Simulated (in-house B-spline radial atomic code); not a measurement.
# Ionising neutral molybdenum with different functionals

Computed with a B-spline radial code for spherical atoms: four-component Dirac-Coulomb Hamiltonian, Fermi nucleus of rms radius 4.4091 fm, spin-restricted, spherical fractional occupations for the functionals. The ionisation energy is the difference of two self-consistent energies, [Kr] 4d5 5s1 → [Kr] 4d5, without Breit or QED terms; ε is the level of the shell that loses the electron (mean over j).

Hybrids are left out here: with spherical fractional occupations of an open shell their exact exchange keeps a self-interaction that integer-occupation calculations don't have.

```tsv
method	rung	ΔSCF (eV)	-ε(5s) (eV)
LDA VWN5	LDA	7.18	4.32
relativistic LDA	LDA	7.16	4.31
LDA PW92	LDA	7.18	4.32
LDA exchange-only	LDA	6.29	3.48
PBE	GGA	6.89	4.09
PBEsol	GGA	6.91	4.12
BLYP	GGA	6.94	4.05
RPBE	GGA	6.77	3.99
PW91	GGA	6.94	4.14
BP86	GGA	7.08	4.27
AM05	GGA	6.85	4.05
OLYP	GGA	6.50	3.70
```

(1) How do they compare with the NIST value?

## Answers

(1) NIST lists 7.092 eV (measured, ground level to ground level). Errors run from -0.80 to +0.09 eV; BP86 is closest (-0.01 eV), but part of that can be cancellation, since the calculations leave out Breit-QED terms, spin polarisation, the choice among j levels, multiplet and fine-structure energies.
